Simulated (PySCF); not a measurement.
Isomers of C6H11NSSi.

All values: PBE0/pcSseg-1 (PySCF) at GFN2-xTB geometries, gas phase, one conformer each.

Question: Rank by the lowest Hirshfeld charge on any atom, highest value first.
A. `[CH3:1][CH2:2][S:3][C@@H:4]1[CH2:5][CH2:6][Si@H:7]1[C:8]#[N:9]` with C1–C2–S3–C4 -80°, C2–S3–C4–C5 -75°, S3–C4–C5–C6 -126°, C4–C5–C6–Si7 8°, C5–C6–Si7–C8 -116°, S3–C4–Si7–C6 125°
B. `[CH2:1]=[N:2][C@@H:3]1[CH2:4][C@@:5]12[CH2:6][C@H:7]2[S:8][SiH3:9]` with C1–N2–C3–C4 -144°, C6–C7–S8–Si9 146°
C. `[SiH3:1][C:2](=[C:3]=[S:4])[N:5]1[CH2:6][CH2:7][CH2:8][CH2:9]1` with Si1–C2–N5–C6 -38°, C2–N5–C6–C7 -173°, N5–C6–C7–C8 40°, C6–C7–C8–C9 -34°, C7–C8–C9–N5 16°
D. `[H]/[N:5]=[C:4](/[C:3]#[C:2][CH3:1])[CH2:6][CH2:7][S:8][SiH3:9]` with C3–C4–C6–C7 179°, C4–C6–C7–S8 -179°, C6–C7–S8–Si9 -81°
E. `[CH3:1][S:2][Si@@:3]1([CH3:4])[CH2:5][CH2:6][C@@H:7]1[C:8]#[N:9]` with C1–S2–Si3–C4 -45°, S2–Si3–C5–C6 115°, Si3–C5–C6–C7 -8°, C5–C6–C7–C8 126°, S2–Si3–C7–C6 -121°

Answer: C (-0.080 e), B (-0.106 e), A (-0.195 e), D (-0.231 e), E (-0.252 e).

Question: Rank by HOMO energy, lowest first.
A. `[SiH3:1][C:2](=[C:3]=[S:4])[N:5]1[CH2:6][CH2:7][CH2:8][CH2:9]1` with Si1–C2–N5–C6 -38°, C2–N5–C6–C7 -173°, N5–C6–C7–C8 40°, C6–C7–C8–C9 -34°, C7–C8–C9–N5 16°
B. `[H]/[N:5]=[C:4](/[C:3]#[C:2][CH3:1])[CH2:6][CH2:7][S:8][SiH3:9]` with C3–C4–C6–C7 179°, C4–C6–C7–S8 -179°, C6–C7–S8–Si9 -81°
C. `[CH3:1][S:2][Si@@:3]1([CH3:4])[CH2:5][CH2:6][C@@H:7]1[C:8]#[N:9]` with C1–S2–Si3–C4 -45°, S2–Si3–C5–C6 115°, Si3–C5–C6–C7 -8°, C5–C6–C7–C8 126°, S2–Si3–C7–C6 -121°
D. `[CH2:1]=[N:2][C@@H:3]1[CH2:4][C@@:5]12[CH2:6][C@H:7]2[S:8][SiH3:9]` with C1–N2–C3–C4 -144°, C6–C7–S8–Si9 146°

Answer: C (-7.11 eV), B (-6.96 eV), D (-6.46 eV), A (-5.23 eV).

Question: Rank by dipole moment, lowest first.
A. `[CH3:1][CH2:2][S:3][C@@H:4]1[CH2:5][CH2:6][Si@H:7]1[C:8]#[N:9]` with C1–C2–S3–C4 -80°, C2–S3–C4–C5 -75°, S3–C4–C5–C6 -126°, C4–C5–C6–Si7 8°, C5–C6–Si7–C8 -116°, S3–C4–Si7–C6 125°
B. `[CH3:1][S:2][Si@@:3]1([CH3:4])[CH2:5][CH2:6][C@@H:7]1[C:8]#[N:9]` with C1–S2–Si3–C4 -45°, S2–Si3–C5–C6 115°, Si3–C5–C6–C7 -8°, C5–C6–C7–C8 126°, S2–Si3–C7–C6 -121°
C. `[H]/[N:5]=[C:4](/[C:3]#[C:2][CH3:1])[CH2:6][CH2:7][S:8][SiH3:9]` with C3–C4–C6–C7 179°, C4–C6–C7–S8 -179°, C6–C7–S8–Si9 -81°
D. `[CH2:1]=[N:2][C@@H:3]1[CH2:4][C@@:5]12[CH2:6][C@H:7]2[S:8][SiH3:9]` with C1–N2–C3–C4 -144°, C6–C7–S8–Si9 146°

Answer: C (2.19 D), D (2.86 D), A (3.87 D), B (4.84 D).

All values together:

| SMILES | μ (D) | HOMO (eV) | LUMO (eV) | lowest IAO charge (e) | highest IAO charge (e) | lowest Hirshfeld charge (e) | highest Hirshfeld charge (e) |
| --- | --- | --- | --- | --- | --- | --- | --- |
| CCS[C@@H]1CC[Si@H]1C#N | 3.87 | -6.55 | -1.03 | -0.537 (C) | +0.888 (Si) | -0.195 (N) | +0.414 (Si) |
| C=N[C@@H]1C[C@@]12C[C@H]2S[SiH3] | 2.86 | -6.46 | -0.59 | -0.286 (C) | +0.560 (Si) | -0.106 (S) | +0.275 (Si) |
| [H]/N=C(/C#CC)CCS[SiH3] | 2.19 | -6.96 | -0.84 | -0.438 (C) | +0.543 (Si) | -0.231 (N) | +0.297 (Si) |
| CS[Si@@]1(C)CC[C@@H]1C#N | 4.84 | -7.11 | -0.16 | -0.719 (C) | +0.976 (Si) | -0.252 (N) | +0.387 (Si) |
| [SiH3]C(=C=S)N1CCCC1 | 2.90 | -5.23 | -2.03 | -0.266 (C) | +0.634 (Si) | -0.080 (C) | +0.320 (Si) |

Conformers: `[CH3:1][CH2:2][S:3][C@@H:4]1[CH2:5][CH2:6][Si@H:7]1[C:8]#[N:9]` with C1–C2–S3–C4 -80°, C2–S3–C4–C5 -75°, S3–C4–C5–C6 -126°, C4–C5–C6–Si7 8°, C5–C6–Si7–C8 -116°, S3–C4–Si7–C6 125°; `[CH2:1]=[N:2][C@@H:3]1[CH2:4][C@@:5]12[CH2:6][C@H:7]2[S:8][SiH3:9]` with C1–N2–C3–C4 -144°, C6–C7–S8–Si9 146°; `[H]/[N:5]=[C:4](/[C:3]#[C:2][CH3:1])[CH2:6][CH2:7][S:8][SiH3:9]` with C3–C4–C6–C7 179°, C4–C6–C7–S8 -179°, C6–C7–S8–Si9 -81°; `[CH3:1][S:2][Si@@:3]1([CH3:4])[CH2:5][CH2:6][C@@H:7]1[C:8]#[N:9]` with C1–S2–Si3–C4 -45°, S2–Si3–C5–C6 115°, Si3–C5–C6–C7 -8°, C5–C6–C7–C8 126°, S2–Si3–C7–C6 -121°; `[SiH3:1][C:2](=[C:3]=[S:4])[N:5]1[CH2:6][CH2:7][CH2:8][CH2:9]1` with Si1–C2–N5–C6 -38°, C2–N5–C6–C7 -173°, N5–C6–C7–C8 40°, C6–C7–C8–C9 -34°, C7–C8–C9–N5 16°.
